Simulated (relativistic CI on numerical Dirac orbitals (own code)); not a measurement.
## Electric-dipole transitions in Sm⁴⁶⁺

Computed by Dirac-Coulomb-Breit CI, KLI orbitals optimised for each configuration, model QED (radiative potential, 1s self-energy scaled to tabulated hydrogen-like ionisation energies), unscaled Slater integrals (own radial code, finite nucleus).

Configurations in the expansion (outside the closed core [Ne]): 3s2.3p4, 3s.3p5, 3s2.3p3.3d, 3p6, 3s.3p4.3d, 3p5.3d, 3s.3p3.3d2, 3s2.3p2.3d.4p, 3p5.4s, 3s.3p3.3d.4s, 3s2.3p3.4s, 3p5.4p, 3s2.3p2.3d2, 3s2.3p.3d3, 3s.3p2.3d3, 3s2.3p.3d2.4s, 3p4.3d2, 3p3.3d3, 3p3.3d2.4s, 3s2.3p2.3d.4s, 3s.3p2.3d2.4s, 3s2.3p.3d.4s2. Double excitations out of closed p, d and f shells are left out; levels of such configurations are missing from the list, as are those of other unlisted configurations, and high levels can miss mixing partners.

| λ vac (Å) | Lower | Upper | A (s⁻¹) | log gf | S velocity/length |
| --- | --- | --- | --- | --- | --- |
| 32.514 | 3s2.3p3.3d 3F°_2 [5] | 3s2.3p2.3d2 3D_1 [92] | 1.25e+12 | -0.23 | 0.95 |
| 32.864 | 3s2.3p3.3d 3D°_3 [11] | 3s2.3p2.3d2 1D_2 [127] | 1.39e+12 | 0.05 | 0.85 |
| 32.942 | 3s2.3p3.3d 3F°_3 [8] | 3s2.3p2.3d2 5D_2 [96] | 1.46e+12 | 0.08 | 0.86 |
| 32.946 | 3s2.3p3.3d 3F°_4 [9] | 3s2.3p2.3d2 3D_3 [114] | 1.59e+12 | 0.26 | 0.83 |
| 32.986 | 3s2.3p3.3d 3F°_3 [8] | 3s2.3p2.3d2 3F_3 [94] | 1.70e+12 | 0.29 | 0.98 |
| 33.030 | 3s2.3p3.3d 3F°_2 [5] | 3s2.3p2.3d2 3P_2 [89] | 5.77e+11 | -0.33 | 0.92 |
| 33.154 | 3s2.3p3.3d 3G°_4 [20] | 3s2.3p2.3d2 3G_4 [188] | 8.08e+11 | 0.08 | 0.98 |
| 33.174 | 3s2.3p4 3P_2 [1] | 3s2.3p3.3d 3P°_1 [29] | 6.91e+11 | -0.47 | 0.96 |
| 33.212 | 3s2.3p3.3d 3D°_3 [11] | 3s2.3p2.3d2 1G_4 [124] | 6.21e+11 | -0.03 | 1.10 |
| 33.338 | 3s2.3p3.3d 3D°_2 [10] | 3s2.3p2.3d2 3P_1 [112] | 1.46e+12 | -0.14 | 0.91 |
| 33.525 | 3s2.3p3.3d 3D°_2 [10] | 3s2.3p2.3d2 1D_2 [109] | 8.41e+11 | -0.15 | 0.97 |
| 33.544 | 3s2.3p4 3P_2 [1] | 3s2.3p3.3d 3D°_1 [26] | 8.79e+11 | -0.35 | 0.96 |
| 33.556 | 3s2.3p3.3d 3D°_3 [11] | 3s2.3p2.3d2 3D_3 [121] | 1.17e+12 | 0.14 | 0.99 |
| 33.654 | 3s2.3p3.3d 3F°_4 [9] | 3s2.3p2.3d2 3F_4 [106] | 1.51e+12 | 0.36 | 1.01 |
| 33.679 | 3s2.3p4 3P_2 [1] | 3s2.3p3.3d 3P°_2 [25] | 1.37e+12 | 0.07 | 1.02 |
| 33.775 | 3s2.3p4 1S_0 [2] | 3s2.3p3.3d 3D°_1 [32] | 1.32e+12 | -0.17 | 1.03 |
| 33.913 | 3s2.3p4 3P_1 [3] | 3s2.3p3.3d 3P°_1 [62] | 8.33e+11 | -0.37 | 1.00 |
| 33.928 | 3s2.3p4 3P_2 [1] | 3s2.3p3.3d 3D°_3 [24] | 8.43e+11 | 0.01 | 1.06 |
| 34.404 | 3s2.3p4 3P_2 [1] | 3s2.3p3.3d 3D°_3 [22] | 2.39e+11 | -0.53 | 1.04 |
| 34.556 | 3s2.3p3.3d 3F°_4 [9] | 3s2.3p2.3d2 5F_5 [102] | 6.12e+11 | 0.08 | 1.12 |
| 34.644 | 3s2.3p4 1D_2 [4] | 3s2.3p3.3d 1F°_3 [63] | 8.78e+11 | 0.04 | 1.07 |
| 36.221 | 3s2.3p3.3d 3F°_2 [5] | 3s2.3p2.3d2 5G_3 [70] | 3.98e+11 | -0.26 | 1.11 |
| 40.464 | 3s2.3p4 1D_2 [4] | 3s.3p5 3P°_1 [46] | 8.50e+11 | -0.20 | 0.95 |
| 42.820 | 3s2.3p4 3P_2 [1] | 3s.3p5 3P°_2 [13] | 2.51e+11 | -0.46 | 0.98 |
| 43.708 | 3s2.3p3.3d 3F°_3 [8] | 3s.3p4.3d 3F_4 [51] | 1.99e+11 | -0.29 | 1.12 |
| 47.069 | 3s2.3p4 3P_1 [3] | 3s2.3p3.3d 1D°_2 [39] | 3.03e+11 | -0.30 | 1.07 |
| 48.579 | 3s2.3p4 1D_2 [4] | 3s2.3p3.3d 1D°_2 [39] | 2.82e+11 | -0.30 | 0.98 |
| 49.428 | 3s2.3p3.3d 3G°_4 [20] | 3s2.3p2.3d2 3H_5 [104] | 3.28e+11 | 0.12 | 1.21 |
| 49.717 | 3s2.3p4 1D_2 [4] | 3s2.3p3.3d 1F°_3 [38] | 3.02e+11 | -0.11 | 1.10 |
| 50.560 | 3s2.3p4 3P_2 [1] | 3s2.3p3.3d 3D°_3 [11] | 2.26e+11 | -0.22 | 1.08 |

Terms are leading LS components. Brackets give the number of a level in order of energy, since labels repeat. The list gives strong lines, with weight on those to low levels, among the lowest 200 of 2790 levels, so that lines to higher ones, which can be the strongest, are missing. Levels whose partners in the same complex of configurations lie outside the list can be far off, and so can their lines. Rates are taken at the computed energies, electric ones in the length gauge. A velocity-to-length ratio far from 1 marks an uncertain rate.

At this charge energies of transitions that change n are usually good to better than 1 %, and those within a shell (Δn = 0) to a few per cent.

LS names give the leading component of a level, which can be under half, so a name can repeat, a term be missing and a line seem to break the LS rules.
